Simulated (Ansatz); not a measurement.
ZnH₂SCl₅³⁻ (relaxed from a model of [Zn(H2S)Cl5]3-, whose bonding it doesn't keep) was relaxed with PBE-D4 (def2-SVPD) in Ansatz in these states: charge -2 doublet, charge -3 singlet. The geometries follow in no particular order.

A multiply charged anion in the gas phase is held together partly by the finite basis.

A:

```tsv
atom	x (Å)	y (Å)	z (Å)
Zn1	-1.064	-0.183	-0.643
S2	2.611	0.451	1.570
H3	1.903	-0.659	1.076
H4	1.595	1.262	1.036
Cl5	-3.121	-0.536	-1.914
Cl6	-2.461	-0.362	1.606
Cl7	0.279	-0.017	-2.921
Cl8	0.452	-1.991	0.137
Cl9	-0.194	2.034	0.053
```

B:

Cartesian coordinates in Å:
```
Zn -0.665 0.032 0.775
S 1.090 -1.919 -2.711
H 1.393 -1.842 -1.361
H 0.108 -0.965 -2.502
Cl -0.551 2.003 2.167
Cl 0.968 4.297 2.228
Cl -2.395 -0.952 1.970
Cl 1.305 -1.199 0.848
Cl -1.252 0.546 -1.414
```

Problem. Judge from the bond lengths which geometry belongs to which state (an estimate).

Solution. A is the charge -3 singlet (Zn1–Cl6 2.654 Å, Zn1–Cl7 2.649 Å, Zn1–Cl8 2.485 Å); B is the charge -2 doublet (Zn1–Cl6 4.793 Å, Zn1–Cl7 2.322 Å, Zn1–Cl8 2.324 Å).

At PBE-D4/def2-SVPD the highest occupied level of the charge -3 singlet lies above zero (up to 4.86 eV). By energy differences it is unbound by 1.48 eV (vertical, against the charge -2 doublet, at LC-ωPBE (ω = 0.30 bohr⁻¹)/def2-SVPD) and held by the finite basis. At PBE-D4/def2-SVPD the highest occupied level of the relaxed charge -2 doublet lies above zero (up to 0.36 eV). The electron is either unbound and held by the finite basis, or the level is raised by self-interaction error.
